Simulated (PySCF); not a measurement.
Electronic structure of Sb⁺ (antimony, charge +1) at the UHF level

Configuration: [Kr] 4d10 5s1 5p2 5d1, one real determinant (an excited configuration). Computed with PySCF 2.14 in aug-cc-pwCVTZ-DK3, with scalar relativity by spin-free X2C-1e.

* Total energy: -6476.891555 hartree
* One-electron energy: -8874.8742 hartree
* Hartree (Coulomb) energy: 2567.1347 hartree
* Exchange energy: -169.1520 hartree
* ⟨S²⟩: 6.0026
* ⟨L²⟩: 7.888
* Sum of ⟨r⟩: 35.08 bohr
* Sum of ⟨r²⟩: 62.05 bohr²
* Traceless quadrupole moment −½Σ⟨3z² − r²⟩ along its main axis: 0.409 e·bohr²
* Langevin diamagnetic susceptibility: -49.1 ×10⁻⁶ cm³/mol

```json
{"shell": "1s α", "electrons": "1", "mean orbital energy (hartree)": "-1126.47707", "spread (hartree)": "0", "rms radius, mean of both spins (bohr)": "0.0326"}
{"shell": "1s β", "electrons": "1", "mean orbital energy (hartree)": "-1126.46784", "spread (hartree)": "0", "rms radius, mean of both spins (bohr)": "0.0326"}
{"shell": "2s α", "electrons": "1", "mean orbital energy (hartree)": "-175.32886", "spread (hartree)": "0", "rms radius, mean of both spins (bohr)": "0.133"}
{"shell": "2s β", "electrons": "1", "mean orbital energy (hartree)": "-175.32205", "spread (hartree)": "0", "rms radius, mean of both spins (bohr)": "0.133"}
{"shell": "2p α", "electrons": "3", "mean orbital energy (hartree)": "-157.30548", "spread (hartree)": "0.00120", "rms radius, mean of both spins (bohr)": "0.118"}
{"shell": "2p β", "electrons": "3", "mean orbital energy (hartree)": "-157.29980", "spread (hartree)": "0.00282", "rms radius, mean of both spins (bohr)": "0.118"}
{"shell": "3s α", "electrons": "1", "mean orbital energy (hartree)": "-36.26417", "spread (hartree)": "0", "rms radius, mean of both spins (bohr)": "0.352"}
{"shell": "3s β", "electrons": "1", "mean orbital energy (hartree)": "-36.25008", "spread (hartree)": "0", "rms radius, mean of both spins (bohr)": "0.352"}
{"shell": "3p α", "electrons": "3", "mean orbital energy (hartree)": "-30.22762", "spread (hartree)": "0.00041", "rms radius, mean of both spins (bohr)": "0.352"}
{"shell": "3p β", "electrons": "3", "mean orbital energy (hartree)": "-30.21684", "spread (hartree)": "0.00687", "rms radius, mean of both spins (bohr)": "0.352"}
{"shell": "3d α", "electrons": "5", "mean orbital energy (hartree)": "-20.98591", "spread (hartree)": "0.00680", "rms radius, mean of both spins (bohr)": "0.331"}
{"shell": "3d β", "electrons": "5", "mean orbital energy (hartree)": "-20.98151", "spread (hartree)": "0.00569", "rms radius, mean of both spins (bohr)": "0.331"}
{"shell": "4s α", "electrons": "1", "mean orbital energy (hartree)": "-6.97039", "spread (hartree)": "0", "rms radius, mean of both spins (bohr)": "0.844"}
{"shell": "4s β", "electrons": "1", "mean orbital energy (hartree)": "-6.93645", "spread (hartree)": "0", "rms radius, mean of both spins (bohr)": "0.844"}
{"shell": "4p α", "electrons": "3", "mean orbital energy (hartree)": "-5.02812", "spread (hartree)": "0.00033", "rms radius, mean of both spins (bohr)": "0.911"}
{"shell": "4p β", "electrons": "3", "mean orbital energy (hartree)": "-5.00514", "spread (hartree)": "0.01645", "rms radius, mean of both spins (bohr)": "0.911"}
{"shell": "4d α", "electrons": "5", "mean orbital energy (hartree)": "-2.10658", "spread (hartree)": "0.01827", "rms radius, mean of both spins (bohr)": "1.10"}
{"shell": "4d β", "electrons": "5", "mean orbital energy (hartree)": "-2.08411", "spread (hartree)": "0.01904", "rms radius, mean of both spins (bohr)": "1.10"}
{"shell": "5s α", "electrons": "1", "mean orbital energy (hartree)": "-1.13111", "spread (hartree)": "0", "rms radius, mean of both spins (bohr)": "2.29"}
{"shell": "5p α", "electrons": "2", "mean orbital energy (hartree)": "-0.72885", "spread (hartree)": "0", "rms radius, mean of both spins (bohr)": "2.70"}
{"shell": "5d α", "electrons": "1", "mean orbital energy (hartree)": "-0.26360", "spread (hartree)": "0", "rms radius, mean of both spins (bohr)": "4.64"}
```

⟨L²⟩ = 7.89 against 12 for a pure F term, so this real determinant mixes terms. The outer electron is Rydberg-like, and this basis confines it to a smaller radius and binds it less than a complete one would.

Densities and radii are taken from the X2C orbitals without a picture-change correction, which distorts them close to the nucleus.

Spin-orbit constants ζ (cm⁻¹) from the X2C one-electron operator on these orbitals: bare nucleus, nucleus screened by l(l+1)(2l+1)/3 electrons, and screened by the Breit-Pauli mean field of the electrons.

```tsv
shell	bare	screened nucleus	mean field
2p	1347000	1295000	n/a
3p	251900	242000	n/a
3d	37980	30540	n/a
4p	43950	42230	n/a
4d	4792	3852	n/a
5p	4095	3934	n/a
5d	167.9	135.0	n/a
```

To first order the Landé constant is A = 350.4 cm⁻¹, so the lowest level has J = 1 and lies 0.348 eV below the centre of the term. This holds in LS coupling only.
